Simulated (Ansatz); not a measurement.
C₂H₆GaI, singlet, geometry from GFN2-xTB (such geometries of metal compounds can be far from the true shape) (core potentials on I); B3LYP/def2-SVP run with Ansatz (a program for electronic structure).

Input for Ansatz:
Ansatz 0.2 input:
```yaml
crystal:
  periodic: [false, false, false]
  atoms:
    - {symbol: Ga, position_ang: [0.87798514, 0.75783792, 0.12572825]}
    - {symbol: I, position_ang: [-1.02702517, -0.88704501, -0.14759077]}
    - {symbol: C, position_ang: [0.61803212, 2.46614188, -0.95285204]}
    - {symbol: H, position_ang: [0.52369405, 2.22457366, -2.01695900]}
    - {symbol: H, position_ang: [1.44788946, 3.16517696, -0.82648130]}
    - {symbol: H, position_ang: [-0.30772903, 2.96392571, -0.64510596]}
    - {symbol: C, position_ang: [2.33761940, 0.08777737, 1.37863111]}
    - {symbol: H, position_ang: [3.17892575, 0.78173663, 1.44140370]}
    - {symbol: H, position_ang: [2.70900730, -0.88275364, 1.03259318]}
    - {symbol: H, position_ang: [1.92909795, -0.05576499, 2.38461016]}
basis:
  gaussian:
    orbitals: def2-SVP
hamiltonian:
  xc: b3lyp
```

It wrote (shortened):

```
Functional definition: B3LYP
1259 factors; integrals over basis functions are off by at most 1.3e-3 eV
mean field evaluation 1: about -62637.0664 eV, gradient 6.9e1 eV
mean field evaluation 2: about -62628.9079 eV, gradient 8.6e1 eV
mean field evaluation 4: about -62648.1659 eV, gradient 3.1e0 eV
mean field evaluation 8: about -62648.2728 eV, gradient 1.4e-1 eV
mean field evaluation 16: about -62648.2729 eV, gradient 4.2e-5 eV
mean field -62648.27288322 eV, -2302.2815639337 hartree, gradient 4.2e-5 eV, S^2 0.000000; 0 other end points of the search recorded, 0 dependent functions left out
reference -62648.27314425 eV, -2302.2815735264 hartree; 37, 37 occupied and 79, 79 virtual orbitals, 1259 factors
Total energy: -62648.27314425 eV, -2302.2815735264 hartree
```
